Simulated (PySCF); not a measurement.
# Ne⁺ (neon, charge +1): B3LYP calculation

Configuration: [He] 2s2 2p5, 2P determinant. Calculation: PySCF 2.14, in x2c-SVPall (3s2p1d, 14 functions); the spin-free X2C one-electron Hamiltonian (Gaussian nucleus).

* Total energy: -128.1532 hartree
* One-electron energy: -174.9370 hartree
* Hartree (Coulomb) energy: 58.7763 hartree
* Exchange-correlation energy: -11.9924 hartree
* ⟨S²⟩: 0.7508
* ⟨L²⟩: 2.003
* Sum of ⟨r⟩: 6.473 bohr
* Sum of ⟨r²⟩: 6.941 bohr²
* Traceless quadrupole moment −½Σ⟨3z² − r²⟩ along its main axis: 0.419 e·bohr²
* Langevin diamagnetic susceptibility: -5.50 ×10⁻⁶ cm³/mol
* Time after the integrals: 0.12 s of wall time on 1 thread of Neoverse-N1 (shared host)

```
shell  electrons  mean orbital energy (hartree)  spread (hartree)  rms radius, mean of both spins (bohr)
 1s α          1                      -31.87017                 0                                  0.183
 1s β          1                      -31.82977                 0                                  0.183
 2s α          1                       -2.19204                 0                                  0.960
 2s β          1                       -2.08485                 0                                  0.960
 2p α          3                       -1.32337           0.11047                                   1.00
 2p β          2                       -1.24682                 0                                   1.00
```
